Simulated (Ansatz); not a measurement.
Born–Oppenheimer molecular dynamics of CH₈GaN (11 atoms, charge 0, multiplicity 1). It starts at the highest image of a converged band. Of that band: Neighbouring images differ by up to 1.4 eV, so the band resolves the path poorly. A vibrational analysis at the climbing image gives one clearly imaginary mode, 1467i cm⁻¹: a first-order saddle point.

Level of theory: Ansatz, RKS PBE0/def2-SVP.

```
ensemble                      : NVE (velocity Verlet)
time step                     : 0.5 fs
steps asked                   : 200
starting velocities drawn for : 100 K
seed                          : 7430
```

First frame:

```xyz
11
Properties=species:S:1:pos:R:3
Ga -0.039 -0.398 0.089
C -0.095 0.000 2.297
H -1.008 -0.056 2.912
H 0.792 -0.127 2.937
H -0.054 1.048 1.940
H 1.410 -0.038 -0.381
H -1.388 0.141 -0.495
N -0.189 -2.253 0.785
H -1.047 -2.780 0.639
H 0.608 -2.883 0.713
H -0.164 -1.276 1.732
```

Q: How far do the bonds stretch over the last three quarters of this one trajectory? (Pairs bonded in most of those frames.)

A: 
```tsv
bond	mean (Å)	spread (Å)	shortest	longest
Ga1–C2	2.015	0.107	1.83	2.16
Ga1–H6	1.592	0.024	1.55	1.63
Ga1–H7	1.587	0.018	1.56	1.62
C2–H3	1.105	0.011	1.08	1.13
C2–H4	1.104	0.014	1.08	1.14
C2–H5	1.106	0.010	1.09	1.12
N8–H9	1.024	0.023	0.98	1.07
N8–H10	1.025	0.028	0.97	1.08
N8–H11	1.029	0.051	0.94	1.11
```

Mean temperature of the second half: 634 K. The conserved energy stayed within 0.32 meV per atom of its start (net change -0.15 meV per atom), so the integration is sound. The kinetic energy rose, since the run started high on the potential surface and went downhill. It ends in pieces (CH5Ga + H3N), so much of that is their flight and rotation, not heat. A run of 0.1 ps of so small a system gives no equilibrium averages. The orbitals stay closed-shell, which can raise the energy where a bond breaks towards radicals; this wasn't checked here.

Time of the run: 6.3 min on 2 threads of Arm Neoverse V2 (shared host), peak memory 0.21 GiB.
